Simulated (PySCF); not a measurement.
PySCF input for C2H3BO2, SMILES C(B(O)O)#C, TDA-ωB97X/def2-SVPD. Geometry optimised at PBE0-D3(BJ)/def2-SVP. The values are those of a single conformer.

```python
import numpy as np
from pyscf import gto, scf, dft, tdscf

mol = gto.M(
    atom='''
    B     0.00000000   -0.00000000   -0.50659663
    C     0.00000000    0.00000000    1.04461130
    C     0.00000000   -0.00000000    2.26124116
    H     0.00000000    0.00000000    3.33691633
    O     0.00000000    1.15836723   -1.21003857
    H     0.00000000    1.93142697   -0.63921539
    O     0.00000000   -1.15836722   -1.21003858
    H     0.00000000   -1.93142696   -0.63921538
    ''',
    basis='def2-SVPD',
    charge=0,
    spin=0,
    symmetry=True,
    max_memory=1600,
    verbose=4,
)
mf = dft.RKS(mol, xc='wb97x').density_fit(auxbasis='def2-universal-jkfit')
mf.grids.level = 3
mf.conv_tol = 1e-9
mf.max_cycle = 100
mf.kernel()
mf.grids = dft.Grids(mol).set(level=1).build(with_non0tab=True)  # coarser grid for the response kernel
td = tdscf.TDA(mf)
td.singlet = True
td.nstates = 10
td.conv_tol = 1e-4
td.kernel(x0=td.get_init_guess(mf, 15))
td.analyze()
tt = tdscf.TDA(mf)
tt.singlet = False
tt.nstates = 4
tt.conv_tol = 1e-4
tt.kernel(x0=tt.get_init_guess(mf, 9))
tt.analyze(verbose=3)
```

Output:

```
PySCF version 2.14.0

[INPUT] verbose = 4
[INPUT] num. atoms = 8
[INPUT] num. electrons = 36
[INPUT] charge = 0
[INPUT] spin (= nelec alpha-beta = 2S) = 0
[INPUT] symmetry True subgroup None
[INPUT] Mole.unit = angstrom
[INPUT] Symbol           X                Y                Z      unit          X                Y                Z       unit  Magmom
[INPUT]  1 B      0.000000000000   0.000000000000  -0.506596630000 AA    0.000000000000   0.000000000000  -0.957328886328 Bohr   0.0
[INPUT]  2 C      0.000000000000   0.000000000000   1.044611300000 AA    0.000000000000   0.000000000000   1.974029263626 Bohr   0.0
[INPUT]  3 C      0.000000000000   0.000000000000   2.261241160000 AA    0.000000000000   0.000000000000   4.273126493994 Bohr   0.0
[INPUT]  4 H      0.000000000000   0.000000000000   3.336916330000 AA    0.000000000000   0.000000000000   6.305857964289 Bohr   0.0
[INPUT]  5 O      0.000000000000   1.158367230000  -1.210038570000 AA    0.000000000000   2.188996816371  -2.286641497460 Bohr   0.0
[INPUT]  6 H      0.000000000000   1.931426970000  -0.639215390000 AA    0.000000000000   3.649868002899  -1.207942021707 Bohr   0.0
[INPUT]  7 O      0.000000000000  -1.158367220000  -1.210038580000 AA    0.000000000000  -2.188996797474  -2.286641516358 Bohr   0.0
[INPUT]  8 H      0.000000000000  -1.931426960000  -0.639215380000 AA    0.000000000000  -3.649867984001  -1.207942002810 Bohr   0.0

nuclear repulsion = 137.153203790116
point group symmetry = C2v
symmetry origin: [ 0.00000000e+00  4.72431536e-09 -1.57477182e-09]
symmetry axis x: [1. 0. 0.]
symmetry axis y: [0.00000000e+00 1.00000000e+00 6.63716076e-10]
symmetry axis z: [ 0.00000000e+00 -6.63716076e-10  1.00000000e+00]
num. orbitals of irrep A1 = 56
num. orbitals of irrep A2 = 15
num. orbitals of irrep B1 = 23
num. orbitals of irrep B2 = 36
number of shells = 54
number of NR pGTOs = 186
number of NR cGTOs = 130
basis = def2-SVPD
ecp = {}


[settings echo left out]
init E= -253.716504928289
HOMO (B2) = -0.336791201967598  LUMO (B1) = -0.0411936877143799  gap/eV = 8.04362
cycle= 1 E= -252.994064942005  delta_E= 0.722  |g|= 0.803  |ddm|=  6.3
HOMO (A2) = -0.314100055483393  LUMO (B1) = 0.0568093641749237  gap/eV = 10.09296
cycle= 2 E= -253.005515932399  delta_E= -0.0115  |g|= 0.833  |ddm|= 1.81
HOMO (B2) = -0.398674679636801  LUMO (B1) = 0.0527051658888069  gap/eV = 12.28267
cycle= 3 E= -253.127175816302  delta_E= -0.122  |g|= 0.054  |ddm|= 0.752
HOMO (B2) = -0.408449352732414  LUMO (B1) = 0.0526590817823176  gap/eV = 12.54740
cycle= 4 E= -253.127947771807  delta_E= -0.000772  |g|= 0.0167  |ddm|= 0.284
HOMO (B2) = -0.403468661714133  LUMO (B1) = 0.0551389098816335  gap/eV = 12.47935
cycle= 5 E= -253.128036007275  delta_E= -8.82e-05  |g|= 0.00496  |ddm|= 0.0879
HOMO (B2) = -0.404286539977988  LUMO (B1) = 0.0546364422074798  gap/eV = 12.48793
cycle= 6 E= -253.128041509063  delta_E= -5.5e-06  |g|= 0.0024  |ddm|= 0.0188
HOMO (B2) = -0.404454365500881  LUMO (B1) = 0.0545908914127008  gap/eV = 12.49126
cycle= 7 E= -253.128043022425  delta_E= -1.51e-06  |g|= 0.000751  |ddm|= 0.00687
HOMO (B2) = -0.404364235338691  LUMO (B1) = 0.0546212365710896  gap/eV = 12.48963
cycle= 8 E= -253.128043199241  delta_E= -1.77e-07  |g|= 8.98e-05  |ddm|= 0.0021
HOMO (B2) = -0.404364181731856  LUMO (B1) = 0.0546280916899343  gap/eV = 12.48982
cycle= 9 E= -253.128043205093  delta_E= -5.85e-09  |g|= 1.86e-05  |ddm|= 0.000671
HOMO (B2) = -0.404366708758453  LUMO (B1) = 0.0546253169898311  gap/eV = 12.48981
cycle= 10 E= -253.128043205341  delta_E= -2.49e-10  |g|= 6.67e-06  |ddm|= 8.79e-05
HOMO (B2) = -0.404365058945214  LUMO (B1) = 0.0546266265186048  gap/eV = 12.48980
Extra cycle  E= -253.128043205378  delta_E= -3.64e-11  |g|= 3.37e-06  |ddm|= 1.92e-05
converged SCF energy = -253.128043205378
tot grids = 33320


******** <class 'pyscf.tdscf.rks.TDA'> for <class 'pyscf.df.df_jk.DFSymAdaptedRKS'> ********
nstates = 10 singlet
deg_eia_thresh = 1.000e-03
wfnsym = None
conv_tol = 0.0001
eigh lindep = 1e-12
eigh level_shift = 0
eigh max_cycle = 100


Excitation energies (eV)
[5.83050864 6.3671931  6.7164238  8.14629074 8.20076583 8.48216409
 8.78697056 8.86918005 9.38317823 9.45193872]

** Singlet excitation energies and oscillator strengths **
Excited State   1:   A2      5.83051 eV    212.65 nm  f=0.0000
      18 -> 19        0.68775
Excited State   2:   A1      6.36719 eV    194.72 nm  f=0.0163
      17 -> 19       -0.53875
      18 -> 21       -0.40375
      18 -> 23        0.17915
Excited State   3:   A2      6.71642 eV    184.60 nm  f=0.0000
      17 -> 21       -0.62785
      17 -> 23        0.28840
Excited State   4:   B2      8.14629 eV    152.20 nm  f=0.0856
      18 -> 20       -0.64058
      18 -> 22       -0.18616
      18 -> 24        0.15461
Excited State   5:   B1      8.20077 eV    151.19 nm  f=0.0490
      17 -> 20       -0.64220
      17 -> 22       -0.17407
      17 -> 24        0.15578
      17 -> 26       -0.10201
Excited State   6:   B1      8.48216 eV    146.17 nm  f=0.0000
      15 -> 19        0.68301
      15 -> 29       -0.13208
Excited State   7:   B2      8.78697 eV    141.10 nm  f=0.1339
      15 -> 21       -0.16005
      16 -> 19       -0.66095
      16 -> 29        0.10447
Excited State   8:   A2      8.86918 eV    139.79 nm  f=0.0000
      14 -> 21       -0.14202
      14 -> 23       -0.10684
      16 -> 20       -0.62665
      16 -> 22        0.10294
      16 -> 30       -0.13746
      17 -> 23        0.13433
Excited State   9:   B1      9.38318 eV    132.13 nm  f=0.0984
      14 -> 20       -0.21088
      16 -> 21       -0.56002
      16 -> 23       -0.14341
      17 -> 22       -0.29641
Excited State  10:   B2      9.45194 eV    131.17 nm  f=0.0000
      15 -> 21        0.11583
      18 -> 20       -0.10499
      18 -> 22        0.62145
      18 -> 24        0.22262
      18 -> 26       -0.10820

** Transition electric dipole moments (AU) **
state          X           Y           Z        Dip. S.      Osc.
  1        -0.0000     -0.0000     -0.0000      0.0000      0.0000
  2        -0.0000     -0.0000     -0.3229      0.1043      0.0163
  3         0.0000     -0.0000     -0.0000      0.0000      0.0000
  4         0.0000     -0.6549     -0.0000      0.4289      0.0856
  5        -0.4936      0.0000     -0.0000      0.2437      0.0490
  6        -0.0096     -0.0000     -0.0000      0.0001      0.0000
  7         0.0000     -0.7886     -0.0000      0.6219      0.1339
  8         0.0000      0.0000      0.0000      0.0000      0.0000
  9        -0.6543      0.0000      0.0000      0.4281      0.0984
 10         0.0000      0.0127     -0.0000      0.0002      0.0000

** Transition velocity dipole moments (imaginary part, AU) **
state          X           Y           Z        Dip. S.      Osc.
  1        -0.0000     -0.0000      0.0000      0.0000      0.0000
  2        -0.0000     -0.0000     -0.0241      0.0006      0.0017
  3         0.0000     -0.0000     -0.0000      0.0000      0.0000
  4         0.0000     -0.1860     -0.0000      0.0346      0.0770
  5        -0.1349      0.0000     -0.0000      0.0182      0.0403
  6        -0.0310      0.0000     -0.0000      0.0010      0.0021
  7         0.0000     -0.1578     -0.0000      0.0249      0.0514
  8        -0.0000      0.0000      0.0000      0.0000      0.0000
  9        -0.2294      0.0000      0.0000      0.0526      0.1017
 10        -0.0000      0.0412     -0.0000      0.0017      0.0033

** Transition magnetic dipole moments (imaginary part, AU) **
state          X           Y           Z
  1        -0.0000     -0.0000      0.2002
  2        -0.0000      0.0000     -0.0000
  3        -0.0000      0.0000      0.1005
  4        -1.1196     -0.0000     -0.0000
  5         0.0000      0.8711     -0.0000
  6        -0.0000     -0.4955      0.0000
  7        -0.0601     -0.0000     -0.0000
  8         0.0000      0.0000     -0.7333
  9        -0.0000      0.0235      0.0000
 10         0.1521     -0.0000     -0.0000


******** <class 'pyscf.tdscf.rks.TDA'> for <class 'pyscf.df.df_jk.DFSymAdaptedRKS'> ********
nstates = 4 triplet
deg_eia_thresh = 1.000e-03
wfnsym = None
conv_tol = 0.0001
eigh lindep = 1e-12
eigh level_shift = 0
eigh max_cycle = 100


Excitation energies (eV)
[4.95693484 5.4059172  5.71995915 6.35455538]

** Triplet excitation energies and oscillator strengths **
Excited State   1:   A1      4.95693 eV    250.12 nm  f=0.0000
Excited State   2:   A2      5.40592 eV    229.35 nm  f=0.0000
Excited State   3:   A1      5.71996 eV    216.76 nm  f=0.0000
Excited State   4:   A2      6.35456 eV    195.11 nm  f=0.0000
```

The run converged.
